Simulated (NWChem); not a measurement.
System: C₂H₄F₂OSi; SMILES CC(=O)[SiH](F)F

Excerpt of the output:

```
             Northwest Computational Chemistry Package (NWChem) 7.3.0
             --------------------------------------------------------

 CS  symmetry detected

                             Geometry "geometry" -> ""
                             -------------------------

 Output coordinates in angstroms (scale by  1.889725989 to convert to a.u.)

  No.       Tag          Charge          X              Y              Z
 ---- ---------------- ---------- -------------- -------------- --------------
    1 C                    6.0000    -1.32580186     1.63645775     0.00000000
    2 C                    6.0000     0.09126598     1.14287647     0.00000000
    3 O                    8.0000     1.05453373     1.87790470     0.00000000
    4 Si                  14.0000     0.45706167    -0.74260061     0.00000000
    5 F                    9.0000    -0.23752797    -1.41605555    -1.29567814
    6 F                    9.0000    -0.23752797    -1.41605555     1.29567814
    7 H                    1.0000    -1.34862413     2.73499060     0.00000000
    8 H                    1.0000    -1.85431827     1.24208959     0.88382337
    9 H                    1.0000    -1.85431827     1.24208959    -0.88382337
   10 H                    1.0000     1.90484616    -1.03300423     0.00000000

 Effective nuclear repulsion energy (a.u.)     304.8114813280

      Symmetry information
      --------------------

 Group name             Cs
 Group number              2
 Group order               2
 No. of unique centers     8

  pbe96 is a nonlocal functional; adding pw91lda local functional.

                                 NWChem DFT Module
                                 -----------------

 Summary of "ao basis" -> "ao basis" (spherical)
 ------------------------------------------------------------------------------
       Tag                 Description            Shells   Functions and Types
 ---------------- ------------------------------  ------  ---------------------
 C                          def2-svp                 6       14   3s2p1d
 O                          def2-svp                 6       14   3s2p1d
 Si                         def2-svp                 8       18   4s3p1d
 F                          def2-svp                 6       14   3s2p1d
 H                          def2-svp                 3        5   2s1p

      Symmetry analysis of basis
      --------------------------

        a'         70
        a"         38

            General Information
            -------------------
          SCF calculation type: DFT
          Wavefunction type:  closed shell.
          No. of atoms     :    10
          No. of electrons :    56
           Alpha electrons :    28
            Beta electrons :    28
          Charge           :     0
          Spin multiplicity:     1
          Use of symmetry is: on ; symmetry adaption is: on
          Maximum number of iterations: 150
          AO basis - number of functions:   108
                     number of shells:    50
          Convergence on energy requested:  1.00D-06
          Convergence on density requested:  1.00D-05
          Convergence on gradient requested:  5.00D-04

              XC Information
              --------------
          PerdewBurkeErnzerhof Exchange Functional  1.000
            Perdew 1991 LDA Correlation Functional  1.000 local
           PerdewBurkeErnz. Correlation Functional  1.000 non-local

             Grid Information
             ----------------
          Grid used for XC integration:  xfine
          Radial quadrature: Mura-Knowles
          Angular quadrature: Lebedev.
          Tag              B.-S. Rad. Rad. Pts. Rad. Cut. Ang. Pts.
          ---              ---------- --------- --------- ---------
          C                   0.70      100          12.0      1454
          O                   0.60      100          10.0      1454
          Si                  1.10      125          11.0      1454
          F                   0.50      100          12.0      1454
          H                   0.35      100          13.0      1202
          Grid pruning is: on
          Number of quadrature shells:   825
          Spatial weights used:  Erf1

      Superposition of Atomic Density Guess
      -------------------------------------

 Sum of atomic energies:        -639.26145803

      Non-variational initial energy
      ------------------------------

 Total energy =    -641.320273
 1-e energy   =   -1491.100808
 2-e energy   =     544.969054
 HOMO         =      -0.282869
 LUMO         =      -0.054105

      Symmetry analysis of molecular orbitals - initial
      -------------------------------------------------

  Numbering of irreducible representations:

     1 a'          2 a"

  Orbital symmetries:

     1 a'          2 a'          3 a"          4 a'          5 a'
     6 a'          7 a'          8 a"          9 a'         10 a'
    11 a'         12 a'         13 a"         14 a'         15 a'
    16 a'         17 a"         18 a'         19 a'         20 a"
    21 a"         22 a'         23 a"         24 a'         25 a'
    26 a"         27 a'         28 a'         29 a"         30 a'
    31 a"         32 a'         33 a'         34 a'         35 a'
    36 a"         37 a'         38 a'

     ---------------------------------------------
      Total Density - Mulliken Population Analysis
     ---------------------------------------------

    Atom       Charge   Shell Charges
 -----------   ------   -------------------------------------------------------
    1 C    6     6.24   1.99  0.97  0.16  2.07  1.04  0.02
    2 C    6     5.64   1.99  0.96  0.34  1.55  0.72  0.08
    3 O    8     8.69   1.99  1.13  0.68  3.04  1.83  0.01
    4 Si  14    12.55   2.00  1.99  0.90  0.17  5.93  0.84  0.46  0.26
    5 F    9     9.57   1.99  1.15  0.78  3.51  2.14  0.00
    6 F    9     9.57   1.99  1.15  0.78  3.51  2.14  0.00
    7 H    1     0.90   0.67  0.21  0.02
    8 H    1     0.86   0.64  0.20  0.03
    9 H    1     0.86   0.64  0.20  0.03
   10 H    1     1.11   0.70  0.40  0.01

   convergence    iter        energy       DeltaE   RMS-Dens  Diis-err
 ---------------- ----- ----------------- --------- --------- ---------
 d= 0,ls=0.0,diis     1   -642.0539842438 -9.47D+02  3.06D-02  1.60D+00
 d= 0,ls=0.0,diis     2   -641.1220905700  9.32D-01  2.30D-02  1.10D+01
 d= 0,ls=0.0,diis     3   -642.2241758182 -1.10D+00  5.15D-03  2.09D-01
 d= 0,ls=0.0,diis     4   -642.2285844318 -4.41D-03  2.61D-03  1.67D-01
 d= 0,ls=0.0,diis     5   -642.2446346931 -1.61D-02  4.04D-04  2.02D-03
  Resetting Diis
 d= 0,ls=0.0,diis     6   -642.2448181958 -1.84D-04  1.03D-04  1.06D-04
 d= 0,ls=0.0,diis     7   -642.2448315321 -1.33D-05  5.84D-05  1.01D-05
 d= 0,ls=0.0,diis     8   -642.2448289361  2.60D-06  4.44D-05  3.21D-05
 d= 0,ls=0.0,diis     9   -642.2448323999 -3.46D-06  1.11D-05  4.00D-06
 d= 0,ls=0.0,diis    10   -642.2448327985 -3.99D-07  1.86D-06  3.91D-08

         Total DFT energy =     -642.244832798528
      One electron energy =    -1494.340201511215
           Coulomb energy =      609.557050349483
    Exchange-Corr. energy =      -62.273162964843
 Nuclear repulsion energy =      304.811481328047

 Numeric. integr. density =       56.000000006042

                  Occupations of the irreducible representations
                  ----------------------------------------------

                     irrep           alpha         beta
                     --------     --------     --------
                     a'               20.0         20.0
                     a"                8.0          8.0

                       DFT Final Molecular Orbital Analysis
                       ------------------------------------

 Vector   26  Occ=2.000000D+00  E=-3.419603D-01  Symmetry=a"
              MO Center= -8.2D-02,  1.5D+00,  2.1D-15, r^2= 2.8D+00
   Bfn.  Coefficient  Atom+Function         Bfn.  Coefficient  Atom+Function
  ----- ------------  ---------------      ----- ------------  ---------------
    34      0.440683   3 O  pz               37      0.282789   3 O  pz
     6     -0.263254   1 C  pz               20      0.239239   2 C  pz
    94     -0.207817   8 H  s                99      0.207817   9 H  s
    23      0.145284   2 C  pz                9     -0.120213   1 C  pz
    95     -0.101197   8 H  s               100      0.101197   9 H  s

 Vector   27  Occ=2.000000D+00  E=-3.232415D-01  Symmetry=a'
              MO Center=  6.1D-01, -1.5D-01, -1.3D-13, r^2= 4.2D+00
   Bfn.  Coefficient  Atom+Function         Bfn.  Coefficient  Atom+Function
  ----- ------------  ---------------      ----- ------------  ---------------
   104      0.314712  10 H  s                32     -0.234388   3 O  px
   105      0.233577  10 H  s                19      0.222339   2 C  py
    64      0.220350   5 F  px               78      0.220350   6 F  px
    50      0.168535   4 Si px               17     -0.167681   2 C  s
    67     -0.148112   5 F  px               81     -0.148112   6 F  px

[...]

                         DFT ENERGY GRADIENTS

    atom               coordinates                        gradient
                 x          y          z           x          y          z
   1 C      -2.505402   3.092457   0.000000    0.000339  -0.000395   0.000000
   2 C       0.172468   2.159723   0.000000    0.011916   0.009797   0.000000
   3 O       1.992780   3.548725   0.000000   -0.018800  -0.014125   0.000000
   4 Si      0.863721  -1.403312   0.000000   -0.003447  -0.005350   0.000000
   5 F      -0.448863  -2.675957  -2.448477    0.004454   0.005220   0.009843
   6 F      -0.448863  -2.675957   2.448477    0.004454   0.005220  -0.009843
   7 H      -2.548530   5.168383   0.000000    0.000257  -0.005450   0.000000
   8 H      -3.504153   2.347209   1.670184    0.002964   0.002192  -0.004048
   9 H      -3.504153   2.347209  -1.670184    0.002964   0.002192   0.004048
  10 H       3.599637  -1.952095   0.000000   -0.005100   0.000697   0.000000
```

Level: PBE/def2-SVP. The geometry was optimised at PBE0/def2-SVP.

Question: Which NWChem input produces such a log?

Answer: This is not unique; one that fits is the input that was run:
```
start job
memory heap 200 mb stack 900 mb global 1100 mb
geometry units angstroms noautoz
  C     -1.387988    -1.530325    -0.044696
  C      0.048356    -1.098491     0.001554
  O      0.978452    -1.874491     0.031499
  Si     0.495121     0.769402     0.015945
  F     -0.127635     1.472266    -1.300465
  F     -0.211062     1.472267     1.289548
  H     -1.458262    -2.626843    -0.046957
  H     -1.927135    -1.113467     0.822223
  H     -1.870244    -1.113470    -0.944508
  H      1.953354     0.996920     0.062916
end
basis spherical
  C library def2-svp
  O library def2-svp
  Si library def2-svp
  F library def2-svp
  H library def2-svp
end
dft
  xc xpbe96 cpbe96
  grid xfine
  iterations 150
  mulliken
end
task dft gradient
```
